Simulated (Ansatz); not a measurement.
This geometry of BH3O2 + H2S (9 atoms, charge 0, multiplicity 1) is a first-order saddle point.

The calculation used RKS PBE0-D4/def2-SVP in Ansatz 0.2.0.

```xyz
9
Properties=species:S:1:pos:R:3
B 0.380 -0.123 -0.160
H 1.177 0.750 0.516
O 0.266 0.421 -1.414
O 0.729 -1.441 0.031
H 0.241 0.834 0.926
S -1.363 0.349 1.084
H -0.048 -0.246 -2.033
H 0.391 -1.839 0.836
H -1.773 1.295 0.214
```

Task: Which two structures does it join? (They come from a converged band through this point; their orientation in space is the band's.)

Result: Bonds broken: B1–H2, H5–S6. Bonds formed: B1–S6, H2–H5. BH3O2 + H2S becomes BH3O2S + H2.

Initial state:

```xyz
9
Properties=species:S:1:pos:R:3
B 0.831 -0.456 -0.375
H 1.507 0.157 0.419
O 0.220 0.247 -1.364
O 0.675 -1.803 -0.330
H -0.884 2.002 1.788
S -1.876 1.220 1.313
H -0.281 -0.333 -1.952
H 1.124 -2.209 0.416
H -1.315 1.176 0.084
```

Final state:

```xyz
9
Properties=species:S:1:pos:R:3
B -0.297 -0.601 -0.525
H 1.624 1.999 1.823
O -0.252 0.034 -1.721
O 0.500 -1.683 -0.305
H 0.965 1.642 1.681
S -1.441 0.017 0.766
H 0.389 -0.378 -2.313
H 0.418 -2.072 0.570
H -1.906 1.043 0.025
```

Task: How far does it lie above each of them?

Result: 143.4 kJ/mol above the first and 173.9 kJ/mol above the second. This is the barrier of this one path; another mechanism may lie lower. The orbitals stay closed-shell, which can raise the energy where a bond breaks towards radicals; this wasn't checked here.

The run took 98 s on 2 threads of Intel(R) Xeon(R) 6975P-C (Granite Rapids), on a shared host, peak memory 0.17 GiB.
